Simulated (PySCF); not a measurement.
# Atomic charges against the basis set

Species: C₂H₆OSi₂.
Structure used (PBE0-D3(BJ)/def2-SVP), in Å, numbered top down from 1:
```
atom  x, y, z in Å
O1    -2.8014    0.7067    0.8090
Si2   -2.0114   -0.0529   -0.4381
C3    -0.1909   -0.0419   -0.1665
C4     1.0169   -0.0467    0.0391
Si5    2.8297   -0.0437    0.3300
H6    -2.6002    0.4057    1.6999
H7    -2.3392    0.7140   -1.6652
H8    -2.4218   -1.4810   -0.5795
H9     3.1161    0.6151    1.6371
H10    3.3302   -1.4483    0.3592
H11    3.5051    0.7057   -0.7681
```

PBE0 throughout (PySCF), one geometry, spherical d and f functions. The structure is a single PBE0-D3(BJ)/def2-SVP conformer in the gas phase; no vibrational or solvent corrections. Atoms taken as equivalent share a column and are averaged. The first 7 of 8 kinds of atom are listed.

Mulliken charges (e):

```csv
basis,functions,O1,Si2,C3,C4,Si5,H6,H7/H8
STO-3G,39,-0.435,+0.743,-0.268,-0.252,+0.565,+0.198,-0.117
6-31G,65,-0.795,+0.923,-0.322,-0.315,+0.573,+0.411,-0.110
pcSseg-0,65,-0.830,+1.135,-0.539,-0.499,+0.618,+0.395,-0.081
6-31G*,90,-0.732,+0.610,-0.155,-0.141,+0.303,+0.446,-0.083
cc-pVDZ,108,-0.352,+0.489,-0.158,-0.142,+0.246,+0.173,-0.071
def2-SVP,108,-0.409,+0.633,-0.241,-0.220,+0.385,+0.199,-0.089
aug-cc-pVDZ,177,-0.716,+0.134,+0.156,-0.092,-0.565,+0.137,+0.209
"6-311+G(2d,p)",187,-0.598,+0.705,-0.443,+0.036,+0.282,+0.280,-0.059
def2-TZVP,203,-0.527,+0.469,-0.216,-0.191,+0.219,+0.327,-0.029
cc-pVTZ,242,-0.357,+0.430,-0.172,-0.173,+0.228,+0.203,-0.048
IGLO-III,253,-0.636,+1.023,-0.333,-0.296,+0.740,+0.266,-0.163
```

IAO charges (e):

```csv
basis,functions,O1,Si2,C3,C4,Si5,H6,H7/H8
STO-3G,39,-0.580,+0.897,-0.315,-0.304,+0.651,+0.243,-0.122
6-31G,65,-0.739,+0.860,-0.310,-0.259,+0.467,+0.358,-0.092
pcSseg-0,65,-0.722,+0.879,-0.317,-0.266,+0.458,+0.345,-0.099
6-31G*,90,-0.766,+0.997,-0.330,-0.297,+0.602,+0.361,-0.132
cc-pVDZ,108,-0.764,+0.987,-0.329,-0.299,+0.595,+0.364,-0.130
def2-SVP,108,-0.761,+0.999,-0.327,-0.297,+0.609,+0.360,-0.136
aug-cc-pVDZ,177,-0.789,+0.995,-0.332,-0.300,+0.597,+0.375,-0.128
"6-311+G(2d,p)",187,-0.797,+1.028,-0.340,-0.308,+0.629,+0.376,-0.136
def2-TZVP,203,-0.797,+1.040,-0.341,-0.310,+0.638,+0.374,-0.140
cc-pVTZ,242,-0.792,+1.026,-0.337,-0.307,+0.623,+0.374,-0.137
IGLO-III,253,-0.800,+1.037,-0.341,-0.310,+0.636,+0.377,-0.139
```

Hirshfeld charges (e):

```
        basis  functions      O1     Si2      C3      C4     Si5      H6   H7/H8
       STO-3G         39  -0.267  +0.492  -0.190  -0.177  +0.392  +0.128  -0.080
        6-31G         65  -0.330  +0.421  -0.157  -0.139  +0.324  +0.180  -0.063
     pcSseg-0         65  -0.326  +0.443  -0.161  -0.146  +0.339  +0.181  -0.073
       6-31G*         90  -0.303  +0.397  -0.142  -0.135  +0.322  +0.185  -0.069
      cc-pVDZ        108  -0.292  +0.407  -0.147  -0.139  +0.334  +0.178  -0.073
     def2-SVP        108  -0.297  +0.413  -0.146  -0.138  +0.339  +0.181  -0.075
  aug-cc-pVDZ        177  -0.308  +0.422  -0.152  -0.145  +0.338  +0.172  -0.069
6-311+G(2d,p)        187  -0.309  +0.422  -0.153  -0.146  +0.342  +0.176  -0.069
    def2-TZVP        203  -0.305  +0.412  -0.147  -0.141  +0.334  +0.179  -0.070
      cc-pVTZ        242  -0.302  +0.412  -0.147  -0.140  +0.332  +0.177  -0.071
     IGLO-III        253  -0.304  +0.411  -0.150  -0.144  +0.331  +0.175  -0.067
```

Some averages cover members that differ in this geometry, most widely: H7/H8, Mulliken in cc-pVTZ -0.064 to -0.032; H7/H8, IAO in 6-31G -0.107 to -0.077; H7/H8, IAO in pcSseg-0 -0.113 to -0.084; H7/H8, IAO in 6-31G* -0.145 to -0.119 e.

Which scheme is steadiest as the basis changes?

Largest range over the bases for any column: Hirshfeld 0.10 e, IAO 0.22 e, Mulliken 1.31 e. Hirshfeld charges move least and Mulliken charges most, counted in e. Without the minimal STO-3G basis the ranges are Hirshfeld 0.05, IAO 0.18, Mulliken 1.31 e.

How much do the charges still move between the two largest bases, cc-pVTZ and IGLO-III?

At most, over all atoms: Mulliken 0.593 e, IAO 0.014 e, Hirshfeld 0.004 e.

What do the same runs give for the total energy, the frontier levels and the dipole moment?

| basis | energy (Eh) | HOMO (eV) | LUMO (eV) | μ (D) |
| --- | --- | --- | --- | --- |
| STO-3G | -724.8730 | -4.53 | 4.49 | 1.16 |
| 6-31G | -733.4171 | -8.02 | -0.64 | 2.06 |
| pcSseg-0 | -732.5280 | -8.28 | -0.84 | 1.93 |
| 6-31G* | -733.5389 | -7.94 | -0.74 | 1.52 |
| cc-pVDZ | -733.5817 | -8.01 | -0.80 | 1.38 |
| def2-SVP | -733.2856 | -8.11 | -0.88 | 1.44 |
| aug-cc-pVDZ | -733.5994 | -8.13 | -1.07 | 1.33 |
| 6-311+G(2d,p) | -733.6574 | -8.19 | -1.15 | 1.41 |
| def2-TZVP | -733.6749 | -8.18 | -1.07 | 1.39 |
| cc-pVTZ | -733.6710 | -8.14 | -1.00 | 1.33 |
| IGLO-III | -733.6779 | -8.17 | -1.08 | 1.33 |

The dipole is fixed by the density alone, so its range of 0.90 D shows that the density itself changes with the basis, not only its division among atoms.
